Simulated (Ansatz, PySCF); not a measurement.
ReOBr4 in two programs

ReOBr4 (doublet), relaxed with PySCF 2.14.0, UKS B3LYP, Re def2-SVP with ECP60, O def2-SVP, Br def2-SVP; non-relativistic Hamiltonian with scalar-relativistic core potentials where named; density fitting; no spin-orbit coupling:

```xyz
6

Re    0.0000    0.0000    0.3303
O     0.0000    0.0000    1.9962
Br    2.3799    0.0000   -0.3264
Br    0.0000    2.3799   -0.3264
Br   -2.3799    0.0000   -0.3264
Br    0.0000   -2.3799   -0.3264
```

There the HOMO–LUMO gap over both spins is 2.12 eV. 

The same geometry by Ansatz 0.2.0 (PBE, PAW, a periodic box with 9 Å of vacuum; gaps over both spins; site moments in spheres, but by Gaussian weights under spin-orbit coupling, so that the two can't be compared; unpaired electrons at the start: 1, along z under spin-orbit coupling; the open shells may stand above their lowest state):

```json
{"spin-orbit coupling": "without", "gap (eV)": "0.78", "spin moment on Re1 (μB)": "0.28", "largest force component (eV/Å)": "0.56"}
```

What does the run with spin-orbit coupling give?

gap (eV): 0.75, spin moment on Re1 (μB): 0.52, largest force component (eV/Å): 0.61. It took 57 s on 4 threads of Intel(R) Xeon(R) 6975P-C (Granite Rapids) (shared host), peak memory 3.4 GiB.

The spin-orbit runs use fully relativistic datasets of their own, so changes of a few hundredths of an eV needn't come from the coupling.

The two programs differ in functional, so their gaps don't test each other.
